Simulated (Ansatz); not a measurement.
Geometry optimisation of PbO4.

```yaml
crystal:
  periodic: [false, false, false]
  atoms:
    - {symbol: Pb, position_ang: [-0.022420, -1.287070, -1.091650]}
    - {symbol: O, position_ang: [-0.269690, 1.156850, 0.317580]}
    - {symbol: O, position_ang: [-0.216510, -0.025740, 1.040400]}
    - {symbol: O, position_ang: [0.990680, -0.697170, 0.758540]}
    - {symbol: O, position_ang: [-0.482060, 0.853140, -1.024870]}
basis:
  gaussian: {orbitals: def2-SVP}
hamiltonian: {xc: pbe, dispersion: d4}
scf: {lower_state_search: "off"}
output: {orbitals: {seedname: orbitals}}
relax: {f_tol: 0.02, max_steps: 100}
```

```sh
$ ansatz run in.yaml --threads 4 --pin off --events-out ev --progress --plain --max-ram 4787MiB
```

Output, abridged:

```
Functional definition: PBE
mean field -13416.80962673 eV, -493.0586595421 hartree, gradient 5.3e-6 eV, S^2 0.000000; 0 other end points of the search recorded, 0 dependent functions left out
relax step   1: F+E_penalty+E_count = -13416.93922522 eV  Δ(F+E_penalty+E_count) = +0.000e0 eV  max|allowed force component| = 1.881e0 eV/Å  Δτ_max = 0.0000 Å  (19 SCF iters, accepted)
mean field -13416.95742618 eV, -493.0640910716 hartree, gradient 2.2e-6 eV, S^2 0.000000; 0 other end points of the search recorded, 0 dependent functions left out
relax step   2: F+E_penalty+E_count = -13417.08646689 eV  Δ(F+E_penalty+E_count) = -1.472e-1 eV  max|allowed force component| = 6.720e-1 eV/Å  Δτ_max = 0.1102 Å  (28 SCF iters, accepted)
mean field -13416.97837604 eV, -493.0648609650 hartree, gradient 2.6e-6 eV, S^2 0.000000; 0 other end points of the search recorded, 0 dependent functions left out
relax step   3: F+E_penalty+E_count = -13417.10704597 eV  Δ(F+E_penalty+E_count) = -2.058e-2 eV  max|allowed force component| = 7.049e-1 eV/Å  Δτ_max = 0.1651 Å  (29 SCF iters, accepted)
mean field -13417.01197909 eV, -493.0660958541 hartree, gradient 9.5e-7 eV, S^2 0.000000; 0 other end points of the search recorded, 0 dependent functions left out
relax step   4: F+E_penalty+E_count = -13417.14081502 eV  Δ(F+E_penalty+E_count) = -3.377e-2 eV  max|allowed force component| = 6.304e-1 eV/Å  Δτ_max = 0.0528 Å  (23 SCF iters, accepted)
mean field -13417.02773594 eV, -493.0666749078 hartree, gradient 1.9e-6 eV, S^2 0.000000; 0 other end points of the search recorded, 0 dependent functions left out
relax step   5: F+E_penalty+E_count = -13417.15692180 eV  Δ(F+E_penalty+E_count) = -1.611e-2 eV  max|allowed force component| = 4.560e-1 eV/Å  Δτ_max = 0.0362 Å  (24 SCF iters, accepted)
mean field -13417.04859880 eV, -493.0674416036 hartree, gradient 8.5e-7 eV, S^2 0.000000; 0 other end points of the search recorded, 0 dependent functions left out
relax step   6: F+E_penalty+E_count = -13417.17785659 eV  Δ(F+E_penalty+E_count) = -2.093e-2 eV  max|allowed force component| = 3.955e-1 eV/Å  Δτ_max = 0.0287 Å  (24 SCF iters, accepted)
mean field -13417.00942479 eV, -493.0660019852 hartree, gradient 2.1e-6 eV, S^2 0.000000; 0 other end points of the search recorded, 0 dependent functions left out
relax step   7: F+E_penalty+E_count = -13417.13909332 eV  Δ(F+E_penalty+E_count) = +3.876e-2 eV  max|allowed force component| = 6.982e-1 eV/Å  Δτ_max = 0.1438 Å  (28 SCF iters, rejected (line search))
mean field -13417.07078765 eV, -493.0682570288 hartree, gradient 2.1e-6 eV, S^2 0.000000; 0 other end points of the search recorded, 0 dependent functions left out
relax step   8: F+E_penalty+E_count = -13417.20000597 eV  Δ(F+E_penalty+E_count) = -2.215e-2 eV  max|allowed force component| = 2.176e-1 eV/Å  Δτ_max = 0.0501 Å  (27 SCF iters, accepted)
mean field -13417.07323500 eV, -493.0683469674 hartree, gradient 1.8e-6 eV, S^2 0.000000; 0 other end points of the search recorded, 0 dependent functions left out
relax step   9: F+E_penalty+E_count = -13417.20254993 eV  Δ(F+E_penalty+E_count) = -2.544e-3 eV  max|allowed force component| = 4.626e-2 eV/Å  Δτ_max = 0.0262 Å  (23 SCF iters, accepted)
mean field -13417.07381239 eV, -493.0683681861 hartree, gradient 2.1e-6 eV, S^2 0.000000; 0 other end points of the search recorded, 0 dependent functions left out
relax step  10: F+E_penalty+E_count = -13417.20309918 eV  Δ(F+E_penalty+E_count) = -5.493e-4 eV  max|allowed force component| = 9.177e-3 eV/Å  Δτ_max = 0.0125 Å  (23 SCF iters, accepted)
Total energy: -13417.20312760 eV, -493.0731204324 hartree
Atom 0 at     0.200859    -1.221178    -1.271710 Å, force     0.001396     0.002032    -0.004946 eV/Å
Atom 1 at    -0.074857     1.182014     0.278645 Å, force    -0.001618     0.006944    -0.002315 eV/Å
Atom 2 at    -0.160625     0.218609     1.184689 Å, force     0.003096     0.002326     0.005659 eV/Å
Atom 3 at     0.803465    -0.891195     0.798343 Å, force     0.000773    -0.009177     0.005488 eV/Å
Atom 4 at    -0.768842     0.711760    -0.989967 Å, force    -0.003646    -0.002125    -0.003886 eV/Å
Dipole moment:     0.109028    -0.668357    -0.694201 e Å
Checks for a lower state left out: stability, starts, cluster_reference, orbital_swaps, neighbouring_geometries, increment
```

Run time 4.8 s (4 threads of Arm Neoverse V2 on a shared host).

In the def2 sets Pb takes a core potential; there is no spin–orbit coupling. The structure comes from a short search, and lower isomers may exist.
